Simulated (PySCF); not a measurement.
MP2, SCS-MP2 and SOS-MP2 from spin components

System: F2, singlet, geometry from GFN2-xTB. Level: MP2/6-31G* in PySCF. Sums are taken with unrounded values, so a last digit can differ.

PySCF was given this input:
```python
from pyscf import gto, scf, mp

mol = gto.Mole()
mol.atom = '''
    F    -0.00000000   -0.00000000   -0.70158239
    F     0.00000000    0.00000000    0.70158239
'''
mol.basis = '6-31g*'
mol.verbose = 4
mol.build()

mf = scf.RHF(mol)
mf.kernel()

pt = mp.MP2(mf)
pt.kernel()
print('E(MP2) = %.10f' % pt.e_tot)
```

It gave an SCF energy of -198.670720 Eh, a same-spin correlation energy of -0.096639 Eh and an opposite-spin one of -0.265022 Eh.

Work out the MP2, SCS-MP2 (6/5 and 1/3) and SOS-MP2 (1.3 and 0) correlation and total energies.

MP2: -0.265022 + (-0.096639) = -0.361661 Eh, total -199.032382 Eh, as the program printed. SCS-MP2: 1.2 × (-0.265022) + (-0.096639)/3 = -0.350240 Eh, total -199.020960 Eh. SOS-MP2: 1.3 × (-0.265022) = -0.344529 Eh, total -199.015249 Eh. Opposite spins carry 73 % of the MP2 correlation; same-spin pairs are already kept apart by exchange.
